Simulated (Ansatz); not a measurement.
Program: Ansatz. Geometries: PBE0-D4/def2-TZVP. ΔE: electronic, gas phase. CCSD(T)/CBS is the MP2 limit (def2-TZVPP, def2-QZVPP) plus CCSD(T) − MP2 in def2-TZVPP, frozen cores. This one scheme is used for every species. DFT in def2-TZVPP. B3LYP here is the variant with VWN-RPA as its local correlation; programs differ in this. For Sc outer-core shells are correlated without core-valence functions, which leaves a few kJ/mol of doubt a bond. Scalar relativity is left out up to krypton.

Reaction (ligand exchange at the Sc–F bond): `[CH3][Sc]([F])[F]` + HCl → `[CH3][Sc]([F])[Cl]` + H–F

| level | ΔE (kJ/mol) | difference from CCSD(T)/CBS |
| --- | --- | --- |
| PBE-D4 | 13.7 | 11.4 |
| B3LYP-D4 | 11.8 | 9.5 |
| r2SCANh-D4 | 7.5 | 5.2 |
| BHLYP-D4 | 5.0 | 2.7 |
| ωB97X-V | 14.1 | 11.8 |
| BLYP | 21.7 | 19.4 |
| r2SCAN0 | 4.6 | 2.3 |
| MP2/def2-SVP | 21.1 | 18.8 |
| CCSD(T)/def2-SVP | 22.4 | 20.1 |
| SCS-MP2/def2-QZVPP | 5.4 | 3.1 |
| CCSD(T)/CBS | 2.3 | 0 |

Largest T1 diagnostic among the species: 0.016.

Leaving LDA and LC-ωPBE aside and taking each functional with its dispersion term where it has one, the values, not all of them listed here, spread over 14.7 kJ/mol, from PBE-QIDH to BLYP-D4. The D4 term adds −3.2 kJ/mol with B3LYP and −1.8 kJ/mol with PBE0; it sums over pairs of atoms, weighted by their polarisabilities, and B3LYP, whose exchange is more repulsive, gets the larger term. From BLYP to BHLYP (50 % exact exchange), in def2-TZVPP and without D4, ΔE moves by −13.0 kJ/mol.
